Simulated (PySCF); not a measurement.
# MgBi: energy against distance

Set-up: Mg cc-pVDZ, Bi cc-pVDZ-PP with ECP60; scalar-relativistic core potentials (PySCF 2.14). Energies in eV from Mg + Bi in their ground configurations at the same level. All curves are PBE0. state 1: ⁴Σ⁻ (quartet), unpaired electrons σ ↑, π ↑↑; state 2: Ms = 0.5 determinant of mixed spin (⟨S²⟩ near 1.8), unpaired electrons σ ↓, π ↑↑, a second solution, started from another occupation; state 3: Ms = 0.5 determinant of mixed spin (⟨S²⟩ near 1.8), unpaired electrons σ ↑, π ↑↓, a mixture of terms (⟨Lz²⟩ = 2.0), a second solution, started from another occupation; state 4: ²Π (doublet), unpaired electrons π ↑, a second solution, started from another occupation.

```
R (Å)  state 1  state 2  state 3  state 4
2.556  -0.1720  -0.0116   0.2124  -0.0363
2.675  -0.3850  -0.2094   0.0109  -0.0738
2.794  -0.4964  -0.3008  -0.0860  -0.0302
2.883  -0.5330  -0.3195  -0.1100   0.0372
2.972  -0.5414  -0.3071  -0.1043   0.1238
3.061  -0.5294  -0.2719  -0.0772   0.2222
3.180  -0.4930  -0.2008  -0.0189   0.3624
3.329  -0.4296  -0.0898   0.0729   0.5395
3.507  -0.3465   0.0536   0.1900   0.7392
3.745  -0.2461   0.2308   0.3309   0.9671
```

Question: Put a parabola through the three lowest points of the state 1 curve and estimate Re, k and ωe (reduced mass 21.52 u; 1 eV/Å² = 0.16022 mdyn/Å; ωe = 1302.8·√(k/μ) cm⁻¹).

Answer: Through R = 2.883, 2.972, 3.061 Å the second-order coefficient is 1.29 eV/Å², so Re ≈ 2.964 Å, k ≈ 0.413 mdyn/Å and ωe ≈ 180 cm⁻¹. A polynomial fit of higher order to the unrounded PBE0 energies gives Re = 2.959 Å, k = 0.426 mdyn/Å, ωe = 183 cm⁻¹; anharmonicity and rounding make the difference.

The higher-order fit for each curve: state 1: Re = 2.959 Å, ωe = 183 cm⁻¹, De = 0.54 eV; state 2: Re = 2.888 Å, ωe = 220 cm⁻¹, minimum 0.319 eV below the ground-state fragments; state 3: Re = 2.907 Å, ωe = 208 cm⁻¹, minimum 0.111 eV below the ground-state fragments; state 4: Re = 2.662 Å, ωe = 274 cm⁻¹, minimum 0.074 eV below the ground-state fragments.

Spin–orbit coupling is left out, which matters for elements this heavy, above all for dissociation energies. The state is the lowest determinant that a PBE0 search found; another state may lie lower at other levels.
